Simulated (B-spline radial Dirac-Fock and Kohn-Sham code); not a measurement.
**Re⁴²⁺: eigenvalues, ΔSCF and the reference**

System: Re⁴²⁺ in the configuration 1s2 2s2 2p6 3s2 3p6 3d10 4s2 4p3.

The density-functional columns are spherical, spin-unpolarised Dirac-Kohn-Sham results without Breit or QED terms: −ε is minus the orbital energy of the initial state and ΔSCF the difference of two total energies. The reference in the last column comes from Dirac-Fock energy differences between relaxed states, corrected for Breit and QED terms. All numbers are from a B-spline atomic structure program, in eV; a selection of levels is shown. For the 1s level of heavy atoms much of the gap between ΔSCF and the reference is the Breit and QED part, -366.2 eV here; for other levels the error of the functional can be larger.

```
level   LDA −ε  LDA ΔSCF  Dirac-Fock
   1s  73484.5   74082.9     73729.4
   2s  14378.6   14514.2     14569.8
2p3/2  12415.6   12562.1     12571.6
   3s   4774.4    4831.5      4882.6
3p3/2   4221.0    4277.3      4307.4
3d3/2   3842.6    3906.6      3904.8
3d5/2   3771.2    3833.9      3834.9
   4s   2261.2    2290.6      2287.7
   4p   2092.3    2121.0      2115.3
```

Values without a named source are computed, but for edge energies of neutral atoms, which are taken from tables.
